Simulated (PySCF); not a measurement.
CH5N2S, SMILES NC([NH3+])=S, charge +1. Geometry: B3LYP-D3(BJ)/def2-SVP. The isomer is the one that the SMILES or the coordinates give; other isomers of the formula were not compared. One conformer was computed; it need not be the lowest.

**Question.** Give the equilibrium geometry at B3LYP-D3(BJ)/def2-SVP (PySCF confirms it by a frequency run) as a Z-matrix, and its point group. (An estimate is asked for; the answer gives what the named calculation found.)

**Answer.** Several could match; the one computed here: point group Cs.
```
C
N 1 1.3376
H 2 1.0158 1 125.13
H 2 1.0176 3 117.09 1 180.00
N 1 1.5390 2 110.56 3 0.00
H 5 1.0323 1 106.49 2 180.00
H 5 1.0339 6 108.23 1 121.36
H 5 1.0339 6 108.23 7 117.27
S 1 1.6154 2 131.62 3 180.00
```
Charge +1, spin multiplicity 1.
